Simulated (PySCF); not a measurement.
**Frontier orbitals and the lowest excitations**

Compound: C7H13P.
Geometry (PBE0-D3(BJ)/def2-SVP, Å), atoms numbered from 1 in this order:
```
atom  x, y, z in Å
C1    -1.9007    2.7383    0.9318
C2    -1.6600    1.6916    0.3591
P3    -1.3316    0.2325   -0.5962
C4    -2.4924   -0.9362    0.2498
C5     0.3132   -0.2688    0.1551
C6     0.6766   -1.6650   -0.3398
C7     1.3702    0.7814   -0.1948
C8     2.7122    0.5631    0.4892
H9    -2.1153    3.6620    1.4378
H10   -2.4173   -1.9260   -0.2239
H11   -2.2918   -1.0252    1.3280
H12   -3.5192   -0.5709    0.1044
H13    0.1831   -0.2910    1.2522
H14   -0.0799   -2.4136   -0.0606
H15    0.7799   -1.6804   -1.4373
H16    1.6320   -1.9996    0.0917
H17    0.9855    1.7766    0.0828
H18    1.5051    0.8008   -1.2909
H19    3.4108    1.3792    0.2503
H20    3.1917   -0.3774    0.1774
H21    2.5993    0.5326    1.5848
```

Method used: PySCF, TDDFT CAM-B3LYP/def2-SVPD, vertical, gas phase, core orbitals frozen in the response.

Frontier orbitals with the atoms that hold most of them (Löwdin shares over 4%, at most four atoms; ? is withheld):

| orbital | ε (eV) | atoms |
| --- | --- | --- |
| LUMO+2 | 1.65 | C8 16%, C1 16%, C2 11%, P3 9% |
| LUMO+1 | 1.29 | C1 22%, C2 19%, P3 17%, C5 7% |
| LUMO | 1.05 | ? |
| HOMO | ? | ? |
| HOMO-1 | -9.26 | C1 33%, C2 33%, P3 7%, C5 7% |
| HOMO-2 | -10.00 | C2 37%, C1 31%, P3 13%, C5 5% |
| HOMO-3 | -10.34 | C7 14%, C5 13%, P3 13%, C8 11% |

(1) Give the leading atoms of the LUMO.

(2) Give the leading atoms of the HOMO.

(3) What is the HOMO energy, and the HOMO–LUMO gap?

Answers

(1) C1 (bonded to C and H) 16%; C4 (bonded to P and 3 H) 14%; C2 (bonded to C and P) 14%; P3 (bonded to 3 C) 12%. By element: carbon 44% or more, phosphorus 12%.

(2) P3 (bonded to 3 C) 47%; C2 (bonded to C and P) 14%; C1 (bonded to C and H) 13%; C5 (bonded to 2 C, P and H) 10%. By element: phosphorus 47%, carbon 37% or more.

(3) ε(HOMO) = -7.76 eV; the gap is 8.81 eV (0.3237 hartree).

Task: The HOMO–LUMO gap is 8.81 eV. Where does the response calculation put the lowest singlet, and from which orbitals?

Result: S1 is at 5.25 eV (f = 0.019), 3.56 eV below the gap, made of HOMO→LUMO (46%), HOMO→LUMO+1 (38%). Without the coupling terms of the response equations the lowest excitation would equal the gap.

Next come S2 at 5.85 eV (f 0.074), HOMO→LUMO+1 (30%), HOMO→LUMO (23%), HOMO→LUMO+2 (17%); S3 at 6.45 eV (f 0.015), HOMO-1→LUMO+2 (28%), HOMO-1→LUMO+1 (24%), HOMO-1→LUMO (16%); S4 at 6.62 eV (f 0.034), HOMO→LUMO (22%), HOMO→LUMO+3 (16%), HOMO→LUMO+1 (10%); S5 at 6.87 eV (f 0.082), HOMO-2→LUMO+1 (27%), HOMO-2→LUMO (15%), HOMO→LUMO+1 (13%).

Löwdin shares depend on the basis, the more so with diffuse functions.

One conformer stands for the species.
